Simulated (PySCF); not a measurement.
PySCF input file for C₂H₇NOSi₂, SMILES O[SiH2]C1=NC[SiH2]1, PBE/pcSseg-1. Geometry: B3LYP-D3(BJ)/def2-SVP. This is a generated structure with no PubChem entry under its InChIKey; it may be hypothetical. One conformer was computed; it need not be the lowest.

```python
import numpy as np
from pyscf import gto, scf, dft
from pyscf.prop.nmr import rks as nmr

mol = gto.M(
    atom='''
    O    -0.81796322    2.50297983    0.00000000
    Si    0.65997519    1.73980140   -0.00000000
    C     0.20257245   -0.09733041   -0.00000000
    N    -1.07363634   -0.34796299    0.00000000
    C    -1.19994403   -1.83493654    0.00000000
    Si    0.71943306   -1.92884999   -0.00000000
    H    -1.51657713    1.82207202    0.00000000
    H     1.46740199    2.06824876    1.20899513
    H     1.46740199    2.06824875   -1.20899513
    H    -1.74824877   -2.18696926   -0.88919390
    H    -1.74824877   -2.18696926    0.88919390
    H     1.40497241   -2.46622337    1.21240113
    H     1.40497240   -2.46622338   -1.21240112
    ''',
    basis='pcSseg-1',
    charge=0,
    spin=0,
    max_memory=1600,
    verbose=3,
)
mf = dft.RKS(mol, xc='pbe')
mf.grids.level = 3
mf.conv_tol = 1e-10
mf.max_cycle = 100
mf.kernel()
n = nmr.NMR(mf)
n.verbose = 2
n.max_cycle_cphf = 60
sigma = n.kernel()
print('atom   isotropic/ppm   span/ppm')
for i, s in enumerate(sigma):
    w = np.linalg.eigvalsh((s + s.T) / 2)
    print(f'{mol.atom_symbol(i):2s}{i + 1:3d} {w.mean():14.3f} {w[2] - w[0]:11.3f}')
```

Log of the run:

```
converged SCF energy = -788.78437141682
atom   isotropic/ppm   span/ppm
O   1        334.247      80.445
Si  2        372.738     135.889
C   3        -42.564     235.823
N   4       -280.916     930.602
C   5        127.327      82.395
Si  6        345.446     220.944
H   7         28.572      24.821
H   8         26.022       7.344
H   9         26.022       7.344
H  10         27.091       2.942
H  11         27.091       2.942
H  12         24.953       6.160
H  13         24.953       6.160
```

The run converged.

Cost: around 29 core-seconds (rough).
